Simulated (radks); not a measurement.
The numbers below are computed, except where a source is named.
Coulomb parameter of the 4f shell of neutral praseodymium in the model configuration [Xe] 4f1.5 6s2 6p1.5, as a second difference U = [E(n + 0.25) + E(n - 0.25) - 2 E(n)] / (0.25)^2 with all orbitals relaxed. "Bare": the charge of the atom changes with n. "Screened": the 6p shell takes up the change at fixed total charge, which measures U(4f,4f) + U(6p,6p) - 2 U(4f,6p). Code: a radial shooting solver on a logarithmic mesh with Libxc functionals. Model: scalar-relativistic Kohn-Sham, LDA (Slater exchange, Perdew-Wang correlation), spin-unpolarised, spherical densities, finite nucleus; Fermi nuclear charge, rms radius 4.8919 fm.

[
 {"case": "start", "configuration": "[Xe] 4f1.5 6s2 6p1.5", "E - E(n) (eV)": "0.000"},
 {"case": "bare +0.25", "configuration": "[Xe] 4f1.75 6s2 6p1.5", "E - E(n) (eV)": "-3.137"},
 {"case": "bare -0.25", "configuration": "[Xe] 4f1.25 6s2 6p1.5", "E - E(n) (eV)": "4.053"},
 {"case": "screened +0.25", "configuration": "[Xe] 4f1.75 6s2 6p1.25", "E - E(n) (eV)": "-2.643"},
 {"case": "screened -0.25", "configuration": "[Xe] 4f1.25 6s2 6p1.75", "E - E(n) (eV)": "3.206"}
]

U(bare) = 14.660 eV, U(screened by 6p) = 9.011 eV, against the Slater integral F0(4f,4f) = 25.695 eV with frozen orbitals. The step up makes a negative ion, whose loosely bound charge lowers the bare value.
